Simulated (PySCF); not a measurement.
C₂H₉NO₃Si₃.
Z-matrix (Å and degrees, GFN2-xTB geometry), rows numbered from 1:
```
N 
C   1  1.3595
O   2  1.2241  1  120.13
C   2  1.4683  1  116.99  3  -179.67
Si  4  1.9282  2  114.11  1  -143.18
O   5  1.6588  4   88.99  2  -115.99
Si  6  1.6597  5   99.72  4     5.91
O   7  1.5910  4  113.75  2     3.42
Si  8  1.6521  7  143.07  4    43.29
H   1  1.0034  2  122.39  3   177.70
H   1  1.0064  2  118.62  3     2.40
H   4  1.0881  2  112.25  1    -7.12
H   5  1.4570  4  112.51  2   135.29
H   5  1.4483  4  115.93  2    -3.18
H   7  1.4449  4  119.38  2  -127.47
H   9  1.4566  8  105.81  7   -98.18
H   9  1.4520  8  112.20  7    30.88
H   9  1.4693  8   99.36  7   147.87
```

Probes without a nucleus sit at each ring's centroid and 1 Å off its mean plane on both sides; NICS is minus the shielding there, NICSzz its component along the normal. Level: GIAO PBE0/pcSseg-1 (PySCF, non-relativistic, gas phase) on the GFN2-xTB geometry, one conformer.

Ring bond lengths (Å), with Mayer bond orders in brackets: C4–Si5 1.928 (0.85), Si5–O6 1.659 (0.96), O6–Si7 1.660 (0.94), Si7–C4 1.936 (0.75).

Q: What do the NICS probes read (ppm)?

A: 
```csv
ring,type,NICS(0),"NICS(1), two faces","NICS(1)zz, two faces",rms pucker (Å),"centre to ring atoms, mean (Å)"
C4–Si5–O6–Si7,4-membered ring with O and 2 Si; formal bonds all single,-3.9,-1.0 / -2.6,1.3 / -1.2,0.04,1.27
```

Q: What do they say, and how far can they be read as aromaticity?

A: 
- C4–Si5–O6–Si7: mean NICS(1)zz 0.0 ppm, near zero. C4, Si5, Si7 have four or more neighbours, so the value isn't read as a sign of a π ring current.

Q: What is the mean of the two in-plane components of NICS at the first NICS(1) probe listed for ring C4–Si5–O6–Si7, 1 Å off the ring?

A: The isotropic value is a third of the trace: (3 × -1.0 − (1.3))/2 = -2.1 ppm.

Q: What are the shieldings of the ring atoms and their hydrogens in the same run (means over atoms taken as equivalent)?

A: 
```tsv
atoms	environment	σ isotropic (ppm)
C4	sp3 carbon bound to silicon	143.4
Si5	oxygen-bound silicon	355.2
O6	siloxane oxygen	214.7
Si7	oxygen-bound silicon	383.5
H12	methine hydrogen	29.16
H13	Si–H hydrogen	26.32
H14	Si–H hydrogen	26.12
H15	Si–H hydrogen	26.68
```
